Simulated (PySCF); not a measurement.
AlH₄, SMILES [AlH4-], charge -1.

Geometry: PBE0-D3(BJ)/def2-TZVPD. The isomer is the one that the SMILES or the coordinates give; other isomers of the formula were not compared.

All values below come from HF/def2-TZVPD (PySCF).

Symmetry labels are those of the subgroup D2 that the program uses (full group Td).

Computed valence orbital energies around the gap with their symmetry:
```csv
orbital,symmetry,energy (eV)
HOMO−7,A,-126.11
HOMO−6,B1,-80.25
HOMO−5,B2,-80.25
HOMO−4,B3,-80.25
HOMO−3,A,-9.71
HOMO−2,B1,-5.38
HOMO−1,B2,-5.38
HOMO,B3,-5.38
LUMO,A,4.98
LUMO+1,B1,6.96
LUMO+2,B2,6.96
LUMO+3,B3,6.96
```
